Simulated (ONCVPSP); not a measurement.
Rh (Z = 45), ONCV: configuration errors across variants

* Element: rhodium (Rh)
* Generator: ONCVPSP 4.0.1
* Type: optimised norm-conserving Vanderbilt (ONCV)
* Functional: PBE
* Relativity: fully relativistic
* Frozen core: [Ar] 3d10
* Valence charge: 17
* Reference configuration: 4s2 4p6 4d8 5s1
* Partial waves: 4s+5s: rc 1.55 bohr, ncon 4, nbas 8, qcut 6 1/bohr, 2 projectors; 4p: rc 1.70 bohr, ncon 4, nbas 9, qcut 7.4 1/bohr, 1 projector; 4d: rc 1.60 bohr, ncon 3, nbas 7, qcut 10.2 1/bohr, 2 projectors, debl 3.9 Ha
* Local potential: polynomial inside 1.25 bohr (lpopt 5, dvloc0 4 Ha)
* Core correction: none

Open shells are filled in proportion to 2j + 1.

All-electron excitation energies from the reference (eV): (1) 4s2 4p6 4d8 5s0 7.462; (2) 4s2 4p6 4d7 5s0 26.973; (3) 4s2 4p6 4d6 5s0 59.475; (4) 4s2 4p6 4d8 5s0.5 2.920.

A true bound ghost makes a file unfit for plane-wave use even where its test errors are small: the radial tests pick states by their node count and pass the ghost by.

Errors AE − PS in meV (a dash: test not solved or not reliable):

| change | (1) | (2) | (3) | (4) | bound ghosts | GHOST(+) flags above zero |
| --- | --- | --- | --- | --- | --- | --- |
| base | -0.5 | -3.9 | -32 | -0.1 | p3/2 | s |
| all radii scaled by about 0.76 (s 1.18, p 1.30, d 1.22 bohr); local potential polynomial inside 0.96 bohr (lpopt 5, dvloc0 4 Ha) | +0.1 | +1.2 | +5.7 | +0.1 | none | s |
| all radii scaled by about 0.82 (s 1.28, p 1.40, d 1.32 bohr); local potential polynomial inside 1.02 bohr (lpopt 5, dvloc0 4 Ha) | 0.0 | +1.0 | +5.6 | +0.1 | none | s |
| all radii scaled by about 1.07 (s 1.66, p 1.82, d 1.72 bohr); local potential polynomial inside 1.34 bohr (lpopt 5, dvloc0 4 Ha) | -0.2 | – | +8.8 | +0.2 | none | none |
| all radii scaled by about 1.15 (s 1.78, p 1.96, d 1.84 bohr); local potential polynomial inside 1.44 bohr (lpopt 5, dvloc0 4 Ha) | -0.5 | +0.4 | +8.4 | -0.1 | none | none |
| all radii scaled by about 1.18 (s 1.84, p 2.00, d 1.90 bohr); local potential polynomial inside 1.48 bohr (lpopt 5, dvloc0 4 Ha) | -0.6 | +0.4 | +9.3 | -0.1 | none | none |
| all radii scaled by about 1.25 (s 1.94, p 2.12, d 2.00 bohr); local potential polynomial inside 1.56 bohr (lpopt 5, dvloc0 4 Ha) | -0.7 | 0.0 | +8.2 | -0.1 | none | none |
| all radii scaled by about 1.30 (s 2.02, p 2.22, d 2.08 bohr); local potential polynomial inside 1.62 bohr (lpopt 5, dvloc0 4 Ha) | -0.7 | -0.3 | +9.6 | -0.1 | none | none |

**Question.** Give the same row for: all radii scaled by about 0.89 (s 1.38, p 1.50, d 1.42 bohr); local potential polynomial inside 1.12 bohr (lpopt 5, dvloc0 4 Ha).

**Answer.** 0.0, +0.7, +5.1, 0.0; bound ghosts: none; GHOST(+) flags above zero: s.
